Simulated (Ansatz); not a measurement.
`C[NH][GeH]([Cl])[Cl]` → `[Cl][Ge][Cl]` + CH₃NH₂ at 298.15 K and 1 bar (germylene formation by 1,1-elimination).

Gas-phase electronic energies from Ansatz, PBE0-D4/def2-TZVP geometries. CCSD(T)/CBS adds triple-zeta CCSD(T) − MP2 to the extrapolated MP2 energy (def2 sets, frozen cores). For Ge outer-core shells are correlated without core-valence functions, which leaves a few kJ/mol of doubt a bond. Scalar relativity is left out up to krypton. One conformer a species, not always the lowest.

```csv
species,CCSD(T)/CBS energy (Eh),H − E (kJ/mol),S (J/(mol·K))
`C[NH][GeH]([Cl])[Cl]`,-3091.52536,194.8,377.3
`[Cl][Ge][Cl]`,-2995.74627,18.9,295.4
CH₃NH₂,-95.75281,180.0,240.4
```

H − E and S are ideal-gas, rigid-rotor, harmonic terms from PBE0-D4/def2-TZVP, for one conformer and one mirror image of each species. 1 Eh = 2625.50 kJ/mol, R = 8.31446 J/(mol·K).

Problem. By hand: ΔE, ΔH, ΔS and ΔG.

Solution. ΔE = (-2995.74627) + (-95.75281) − (-3091.52536) = 0.02628 Eh = 69.0 kJ/mol. Δ(H − E) = 18.9 + 180.0 − 194.8 = 4.1, so ΔH = 73.1 kJ/mol. ΔS = 295.4 + 240.4 − 377.3 = 158.5 J/(mol·K). ΔG = 73.1 − 298.15 × (158.5)/1000 = 25.8 kJ/mol.

Problem. By hand: the equilibrium constant, and the temperature at which ΔG would vanish if ΔH and ΔS stayed fixed.

Solution. log₁₀ K = −ΔG/(RT ln 10) = -4.5. ΔG = 0 at ΔH/ΔS = 461 K.

The number of gas molecules changes by +1, which sets the sign of ΔS. A doubt of 5 kJ/mol in ΔE shifts log₁₀ K by 0.9 here. Other conformers and mirror images would add mixing entropy, several J/(mol·K) or more a flexible species. Modes under 60 cm⁻¹, often nearly free rotors, make the harmonic entropy too high. These are equilibria of isolated gas molecules and say nothing of rates. Largest T1 diagnostic: 0.013 (customary marks: 0.02 for closed shells, 0.045 for open ones).
